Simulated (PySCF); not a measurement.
**Ar(3+) (argon, charge +3) across methods**

[Ne] 3s2 3p3, high-spin 4S determinant. Calculation: PySCF 2.14, in aug-cc-pV(T+d)Z (6s5p4d2f, 55 functions); no relativity, point nucleus.

| method | E (hartree) | mean ε 3s α (eV) | mean ε 3s β (eV) | mean ε 3p α (eV) | Σ⟨r²⟩ (bohr²) | ⟨S²⟩ |
| --- | --- | --- | --- | --- | --- | --- |
| PBE | -524.2490 | -67.068 | -62.350 | -51.617 | 12.04 | 3.750 |
| HSE06 | -524.3116 | -70.066 | -63.716 | -53.311 | 12.04 | 3.750 |
| PBE0 | -524.2923 | -70.501 | -64.077 | -53.744 | 12.04 | 3.750 |
| wB97X | -524.4536 | -73.030 | -66.908 | -56.219 | 12.00 | 3.751 |
| r2SCAN | -524.4174 | -68.681 | -62.359 | -52.400 | 12.04 | 3.750 |
| M06-2X | -524.4399 | -72.724 | -65.936 | -55.347 | 12.06 | 3.751 |
| UHF | -523.86109 | -79.843 | -67.459 | -59.212 | 12.12 | 3.751 |
| LDA | -522.8226 | -66.795 | -62.611 | -51.529 | 12.06 | 3.750 |

Problem. Estimate the same row for r2SCAN0.

Solution. E (hartree) = -524.4202; mean ε 3s α (eV) = -71.594; mean ε 3s β (eV) = -64.012; mean ε 3p α (eV) = -54.277; Σ⟨r²⟩ (bohr²) = 12.04; ⟨S²⟩ = 3.750.
